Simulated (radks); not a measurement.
Results of a calculation; reference values are marked as such.
Spherical quantum dot in the effective-mass picture: electrons in a parabolic well V = omega^2 r^2 / 2 with omega = 0.641, all in effective atomic units (hartree* = m*/eps^2 hartree, bohr* = eps/m* bohr), one dielectric constant everywhere. Level of theory: non-relativistic Kohn-Sham, LDA (Slater exchange, Perdew-Wang correlation), spin-polarised, spherical densities (a radial shooting solver with Libxc functionals). Levels are named by radial order and angular momentum (1s, 1p, 1d, 2s, ...), and open shells are averaged over m. Results are scaled to m* = 0.047 and eps = 15.5, for which hartree* = 5.323 meV and bohr* = 17.45 nm.

N = 28, configuration 1s2 1p6 1d10 2s2 1f(up 7, down 1). This is the lowest configuration that the search found. Occupied and some empty levels:

level,occupation,eigenvalue (meV),<r> (nm)
1s up,1,51.558,42.08
1s down,1,51.692,40.95
1p up,3,52.741,51.75
1p down,3,52.938,51.14
1d up,5,54.126,58.21
1d down,5,54.355,57.98
2s up,1,54.534,48.75
2s down,1,54.679,49.35
1f up,7,55.698,63.16
1f down,1,55.939,63.16
2p up,0,56.370,54.41
2p down,0,56.511,54.67
1g up,0,57.439,67.27
1g down,0,57.680,67.41
2d up,0,58.316,59.79
2d down,0,58.465,59.87

Energy (meV): total 953.345, kinetic 79.648, external 345.73, Hartree 580.50, exchange-correlation -52.532.

Electron density:

r (nm),n(r) (e/nm^3)
5.29,0.00002262
11.2,0.00002069
17.1,0.00001827
23.0,0.00001635
28.9,0.00001568
34.8,0.00001634
40.7,0.00001773
46.5,0.00001880
52.4,0.00001854
58.3,0.00001645
64.2,0.00001283
70.1,8.633e-06
76.0,4.931e-06
81.9,2.367e-06
87.8,9.483e-07
93.7,3.174e-07
99.6,8.821e-08
105,2.047e-08
111,3.960e-09
117,6.457e-10
